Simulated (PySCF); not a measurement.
## Gas-phase thermal properties of CuF

Method: PySCF energies (xtb for GFN2) plus ideal-gas RRHO corrections (1 bar). Table values come from the NASA 1993 polynomials. 6-31G* has spherical d functions here. All species are closed-shell singlets. B3LYP is the form with VWN-RPA correlation. Cu: all electrons, no relativistic terms. The harmonic model lacks anharmonicity and excited electronic states, which grow with temperature; levels with a mode under 35 cm⁻¹ are left out. The table's entry may be an old estimate for CuF (not checked at source).

```csv
level,point group,σ,ZPE (kJ/mol),S°298 (J/mol/K),Cp298 (J/mol/K),S°1000 (J/mol/K),H1000 − H298 (kJ/mol)
table,-,-,-,226.5,33.4,269.8,25.4
B3LYP/6-31G*,C∞v,1,4.6,224.8,32.0,266.9,24.7
GFN2-xTB,C∞v,1,3.0,227.0,34.3,270.7,25.5
HF/6-31G*,C∞v,1,3.9,226.0,32.9,268.8,25.1
PBE/def2-SVP,C∞v,1,3.7,226.3,33.2,269.3,25.2
PBE0/def2-TZVP,C∞v,1,3.5,226.8,33.5,269.9,25.3
```
σ: rotational symmetry number. Electronic degeneracy used: 1. Frequencies are unscaled.
